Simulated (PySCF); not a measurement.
H₄InN. Atoms are numbered in the order given.

```xyz
6

In     0.0000     0.0000     0.2959
H      0.0000    -1.5522     1.0189
H      0.0000     1.5522     1.0189
N      0.0000     0.0000    -1.7114
H      0.0000    -0.8308    -2.2787
H      0.0000     0.8308    -2.2787
```

Geometry: PBE0-D3(BJ)/def2-TZVP. The def2 effective core potentials stand for the cores of In; spin–orbit coupling is left out.

Vertical ionisation energy (IE) and electron affinity (EA) in eV. Rows of orbital energies are one-electron estimates. Where ΔSCF, EOM or ADC give a negative EA the extra electron is unbound and the value depends on the basis.

| level | IE | EA |
|---|---|---|
| −ε(HOMO), −ε(LUMO), PBE0/def2-TZVPD (PySCF) | 6.99 | 1.14 |
| −ε(HOMO), −ε(LUMO), HF/def2-TZVPD (PySCF) | 10.21 | -1.04 |
